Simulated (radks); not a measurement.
Eu36+, configuration [Ar] 3d9 (the NIST ground configuration).

Method: scalar-relativistic Kohn-Sham, r2SCAN, spin-polarised, spherical densities, finite nucleus; open shells are filled with parallel spins first (spin-orbit coupling, left out, can overturn this in heavy ions); meta-GGA in the generalised Kohn-Sham scheme; Fermi nuclear charge, rms radius 5.1115 fm; computed with a radial shooting solver on a logarithmic mesh with Libxc functionals.

Energy parts (hartree):
total: -10041.7263
kinetic: 10805.4744
electron-nucleus: -22770.3479
Hartree: 2111.0868
exchange-correlation: -187.9396

Orbitals (lengths in bohr, moments of r in powers of bohr; r(max) is where P^2 peaks):
| orbital | occ. | eigenvalue (hartree) | <r^2> | <1/r> | r(max) |
|---|---|---|---|---|---|
| 1s up | 1 | -1837.768 | 0.0006793 | 70.22 | 0.01420 |
| 1s down | 1 | -1837.768 | 0.0006793 | 70.22 | 0.01420 |
| 2s up | 1 | -349.4425 | 0.01062 | 16.33 | 0.08041 |
| 2s down | 1 | -349.2664 | 0.01061 | 16.34 | 0.08039 |
| 2p up | 3 | -317.5854 | 0.008531 | 15.27 | 0.06502 |
| 2p down | 3 | -317.4521 | 0.008524 | 15.28 | 0.06501 |
| 3s up | 1 | -117.1675 | 0.06739 | 6.146 | 0.2255 |
| 3s down | 1 | -116.9981 | 0.06747 | 6.140 | 0.2256 |
| 3p up | 3 | -107.1603 | 0.06663 | 5.801 | 0.2204 |
| 3p down | 3 | -106.9816 | 0.06673 | 5.795 | 0.2205 |
| 3d up | 5 | -94.36313 | 0.05464 | 5.514 | 0.1793 |
| 3d down | 4 | -94.13339 | 0.05477 | 5.509 | 0.1794 |

The highest occupied level is 3d down at -2561.5 eV. The electron density at the nucleus is 6.029e+05 e/bohr^3 (large components only). The spin density at the nucleus is -6.79 e/bohr^3 (1s -0.35, 2s -25.24, 3s 18.81). Spin moment in Bohr magnetons: 1. For comparison, the ionisation energy in NIST's Atomic Spectra Database is 2591 eV (theoretical). In exact Kohn-Sham theory the highest level is minus the ionisation energy, but local and semilocal functionals leave it too shallow, through self-interaction and a potential that decays too fast; potentials with the right tail come closer. The density falls to 0.001 e/bohr^3 at r = 0.78 bohr.
